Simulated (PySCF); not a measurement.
SbN: input and log

State: ¹Σ⁺ (singlet), closed shell.

An equivalent input (the run itself took its basis sets from the Basis Set Exchange, started from a PBE0 density and held the occupation σ 7α 7β, πx 3α 3β, πy 3α 3β, δx 1α 1β, δy 1α 1β):

```python
from pyscf import gto, scf, cc
mol = gto.M(atom='Sb 0 0 0; N 0 0 1.822', basis={'Sb': 'def2-TZVPP', 'N': 'def2-TZVPP'}, ecp={'Sb': 'def2-TZVPP'},
            charge=0, spin=0, verbose=4, symmetry='C2v')
mf = scf.RHF(mol)
mf.irrep_nelec = {'A1': 16, 'A2': 2, 'B1': 6, 'B2': 6}
mf.conv_tol = 1e-9
mf.max_cycle = 60
mf.diis_space = 10
mf.kernel()
mycc = cc.CCSD(mf, frozen=[0, 1, 2, 3, 4, 75, 76, 77, 78, 79, 80])
mycc.run(conv_tol=1e-7, conv_tol_normt=1e-5, max_cycle=80, diis_space=8)
et = mycc.ccsd_t()
```

The SCF ended at -293.61877351 hartree. The coupled-cluster part of the log:

```
******** <class 'pyscf.cc.ccsd.CCSD'> ********
CC2 = 0
CCSD nocc = 10, nmo = 70
frozen orbitals [0, 1, 2, 3, 4, 75, 76, 77, 78, 79, 80]
max_cycle = 80
direct = 0
conv_tol = 1e-07
conv_tol_normt = 1e-05
diis_space = 8
diis_start_cycle = 0
diis_start_energy_diff = 1e+09
Init t2, MP2 energy = -294.213572941481  E_corr(MP2) -0.594799427387261
Init E_corr(CCSD) = -0.594799427387403
cycle = 1  E_corr(CCSD) = -0.50267793165697  dE = 0.0921214957  norm(t1,t2) = 0.140751
cycle = 2  E_corr(CCSD) = -0.563069379378743  dE = -0.0603914477  norm(t1,t2) = 0.0947101
cycle = 3  E_corr(CCSD) = -0.545862479736458  dE = 0.0172068996  norm(t1,t2) = 0.0573345
cycle = 4  E_corr(CCSD) = -0.545962858387178  dE = -0.000100378651  norm(t1,t2) = 0.0112873
cycle = 5  E_corr(CCSD) = -0.548543691593315  dE = -0.00258083321  norm(t1,t2) = 0.00758521
cycle = 6  E_corr(CCSD) = -0.548928921727439  dE = -0.000385230134  norm(t1,t2) = 0.00183452
cycle = 7  E_corr(CCSD) = -0.548843712384048  dE = 8.52093434e-05  norm(t1,t2) = 0.000436119
cycle = 8  E_corr(CCSD) = -0.548854107415144  dE = -1.03950311e-05  norm(t1,t2) = 0.000150162
cycle = 9  E_corr(CCSD) = -0.548870548182744  dE = -1.64407676e-05  norm(t1,t2) = 5.68251e-05
cycle = 10  E_corr(CCSD) = -0.548871493160551  dE = -9.44977807e-07  norm(t1,t2) = 1.45846e-05
cycle = 11  E_corr(CCSD) = -0.548870861953466  dE = 6.31207085e-07  norm(t1,t2) = 5.12495e-06
cycle = 12  E_corr(CCSD) = -0.548870827810504  dE = 3.41429619e-08  norm(t1,t2) = 2.7397e-06
CCSD converged
E(CCSD) = -294.1676443419045  E_corr = -0.5488708278105039
CCSD(T) correction = -0.0326892911811582
```

T1 diagnostic 0.021, D1 0.053, 20 electrons correlated, 6 of the virtual orbitals (those above 20 hartree) left out.

Repeating this along the bond gives Re = 1.840 Å and ωe = 872 cm⁻¹.

A point of this curve took 13 CPU seconds beside 0.37 for the integrals (shared host).

Correlated steps freeze 5 core orbitals. Spin–orbit coupling is left out. The CCSD T1 diagnostic is raised, a sign that a single reference may not be enough here.
